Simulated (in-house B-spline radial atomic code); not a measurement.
Checks on a self-consistent run for the cobalt ion Co³⁺, [Ar] (3d3/2)3 (3d5/2)3. Level of theory: Dirac-Hartree-Fock, average of the jj configuration, Fermi nucleus of rms radius 3.7875 fm; calculated with a radial B-spline atomic code at the basis-set limit.

```tsv
orbital	q	ε (Eh)	<1/r>	<r²>	small-component weight
1s1/2	2	-287.37817	27.0379	0.00424201	0.0094542
2s1/2	2	-36.95103	5.8711	0.0761253	0.0017735
2p1/2	2	-32.09918	5.78789	0.0608441	0.0017373
2p3/2	4	-31.52456	5.68162	0.0622821	0.0017139
3s1/2	2	-6.04171	1.83697	0.678462	0.00038134
3p1/2	2	-4.53114	1.71204	0.751199	0.00034147
3p3/2	4	-4.38760	1.68544	0.768249	0.00033441
3d3/2	3	-2.06092	1.39154	1.07199	0.00024096
3d5/2	3	-2.04253	1.38373	1.08485	0.00023888
```

Electron-electron repulsion V_ee = 499.9976 hartree.

(1) What total energy follows from the eigenvalues?

(2) Does the Dirac virial theorem hold?

(3) What diamagnetic shielding (Lamb formula) and susceptibility (Langevin formula) do the radii give?

Answers

(1) The eigenvalues count the repulsion twice, so E = Σqε - V_ee = -889.961 - 499.998 = -1389.959 hartree; the run printed -1389.959.

(2) For a point nucleus E = -2c²Σq·w, with w the small-component weight. Here Σq·w = 0.037008 and c = 137.0360, so the ratio E/(-2c²Σq·w) is 1.000007; the finite nucleus accounts for the departure from 1.

(3) σ = (α²/3)Σq<1/r> = 122.286/(3·137.036²) = 2170.6 ppm, and χ = -0.79199×10⁻⁶·Σq<r²> = -10.24×10⁻⁶ cm³/mol with Σq<r²> = 12.934 bohr². Both are non-relativistic formulas without the paramagnetism of open shells.
